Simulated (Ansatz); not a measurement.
Ansatz (a quantum-chemistry and plane-wave program) input:

Ansatz 0.2 input:
```yaml
crystal:
  periodic: [false, false, false]
  atoms:
    - {symbol: C, position_ang: [-1.09455218, -0.09114862, -0.01737528]}
    - {symbol: Si, position_ang: [0.61143944, -0.03857235, 0.00849089]}
    - {symbol: H, position_ang: [-1.66910789, 0.83060455, -0.01332855]}
    - {symbol: H, position_ang: [-1.66876893, -1.00704325, -0.03827929]}
    - {symbol: H, position_ang: [1.34503774, 1.26334325, 0.03698700]}
basis:
  gaussian:
    orbitals: def2-TZVP
magnetization: {spin_polarized: true, initial_magnetization: 1}
correlation: {method: mp2, electrons: outside_noble_gas}
relax: {f_tol: 0.003, max_steps: 100}
```

**Question.** Which total energy does the run end on?

**Answer.** -328.71079 Eh (MP2/def2-TZVP). The basis has 86 functions.

It need not be the lowest isomer of its formula.

The determinant is spin-contaminated: <S^2> is 1.10 against 0.75 for a pure state.
